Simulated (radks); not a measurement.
Results of a calculation; reference values are marked as such.
Tm60+, 9 electrons, occupied as [He] 2s2 2p5.

Level of theory: scalar-relativistic Kohn-Sham, BLYP, spin-polarised, spherical densities, finite nucleus; open shells are filled with parallel spins first (spin-orbit coupling, left out, can overturn this in heavy ions); Fermi nuclear charge, rms radius 5.2256 fm (a radial shooting solver on a logarithmic mesh with Libxc functionals).

Energy parts (eV):
| part | energy |
|---|---|
| total | -244232.81 |
| kinetic | 272927.18 |
| electron-nucleus | -530833.26 |
| Hartree | 16782.33 |
| exchange-correlation | -3109.07 |

Orbitals (lengths in bohr, moments of r in powers of bohr; r(max) is where P^2 peaks; r(90%) holds 90 % of the orbital's charge):
| orbital | occ. | eigenvalue (eV) | <r^4> | r(90%) | r(max) | <1/r> |
|---|---|---|---|---|---|---|
| 1s up | 1 | -64656.91 | 8.019e-07 | 0.0363 | 0.01261 | 79.14 |
| 1s down | 1 | -64642.90 | 8.013e-07 | 0.0362 | 0.01261 | 79.15 |
| 2s up | 1 | -14944.21 | 0.0001119 | 0.128 | 0.07102 | 18.87 |
| 2s down | 1 | -14922.34 | 0.0001122 | 0.128 | 0.07104 | 18.85 |
| 2p up | 3 | -13845.81 | 0.00008275 | 0.119 | 0.05757 | 17.35 |
| 2p down | 2 | -13820.02 | 0.00008305 | 0.119 | 0.05760 | 17.34 |
| 3s up | 0 | -6277.153 | 0.002977 | 0.290 | 0.1886 | 7.727 |
| 3s down | 0 | -6269.834 | 0.002990 | 0.290 | 0.1888 | 7.718 |
| 3p up | 0 | -5949.339 | 0.002835 | 0.287 | 0.1824 | 7.284 |
| 3p down | 0 | -5941.370 | 0.002849 | 0.288 | 0.1825 | 7.277 |

The highest occupied level is 2p down at -13820.0 eV. Summed over all electrons, <r^2> = 0.05006 bohr^2, which gives a Langevin (diamagnetic) susceptibility term of -0.0396 x 10^-6 cm^3/mol. Spin moment in Bohr magnetons: 1. For comparison, the ionisation energy in NIST's Atomic Spectra Database is 13651 eV (theoretical). In exact Kohn-Sham theory the highest level is minus the ionisation energy, but local and semilocal functionals leave it too shallow, through self-interaction and a potential that decays too fast; potentials with the right tail come closer. The density falls to 0.001 e/bohr^3 at r = 0.33 bohr. The electron density at the nucleus is 9.784e+05 e/bohr^3 (large components only). The spin density at the nucleus is -57.5 e/bohr^3 (1s -153.5, 2s 96.0).
